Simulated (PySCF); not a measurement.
C5H6OS.
Geometry (GFN2-xTB, Å), atoms numbered from 1 in this order:
```xyz
13
C5H6OS angstrom
S      2.624    0.616    0.829
C      1.642   -0.517   -0.252
C      0.193   -0.252   -0.145
C     -0.754   -0.721    0.721
C     -1.966   -0.083    0.363
C     -1.666    0.727   -0.686
O     -0.363    0.637   -0.999
H      2.197    1.742    0.263
H      1.887   -1.516    0.104
H      1.993   -0.380   -1.274
H     -0.604   -1.431    1.508
H     -2.922   -0.213    0.827
H     -2.266    1.392   -1.276
```

Theory: PySCF 2.14.0, density-fitted response routines, TDDFT wB97X-D/def2-SVPD, vertical, gas phase, core orbitals frozen in the response.

Ground-to-excited transition dipoles (e·a0, same axes as the geometry; the sign carries no meaning), for the states with f of 0.002 or more among the lowest 7:

```json
{"state": "S1", "E (eV)": "5.328", "μx": "0.636", "μy": "-0.006", "μz": "0.105"}
{"state": "S2", "E (eV)": "5.856", "μx": "-1.440", "μy": "0.115", "μz": "-0.224"}
{"state": "S3", "E (eV)": "6.115", "μx": "0.022", "μy": "-0.018", "μz": "0.314"}
{"state": "S4", "E (eV)": "6.541", "μx": "0.090", "μy": "-0.221", "μz": "0.141"}
{"state": "S5", "E (eV)": "6.778", "μx": "0.078", "μy": "0.173", "μz": "-0.107"}
{"state": "S6", "E (eV)": "6.968", "μx": "0.037", "μy": "0.116", "μz": "0.139"}
{"state": "S7", "E (eV)": "7.158", "μx": "-0.017", "μy": "0.027", "μz": "-0.172"}
```

(1) Work out the oscillator strengths.

(2) Which bond between heavy atoms lies closest to the direction of the S2 transition dipole?

(3) What angle do the transition dipoles of S1 and S4 make?

(4) What peak molar absorption coefficient would the strongest computed level give as a lone Gaussian band 0.5 eV wide at half height?

Answers

(1) f = (2/3) ΔE |μ|² with ΔE in hartree (27.2114 eV).

```
state  |μ|² (au)  |μ| (D)      f
   S1      0.416     1.64  0.054
   S2      2.138     3.72  0.307
   S3      0.100     0.80  0.015
   S4      0.077     0.71  0.012
   S5      0.048     0.55  0.008
   S6      0.034     0.47  0.006
   S7      0.031     0.45  0.005
```

(2) C2–C3, at 14° from it; next C6–O7 at 22°.

(3) |cos θ| = |μa·μb| / (|μa| |μb|) = 0.41, so θ ≈ 66° (taken between 0 and 90°, since the signs are arbitrary).

(4) ε(max) = 2.175×10⁸ f / FWHM, with the width in cm⁻¹. S2: 2.175×10⁸ × 0.3067 / 4033 ≈ 17000 L mol⁻¹ cm⁻¹.

One conformer stands for the species.
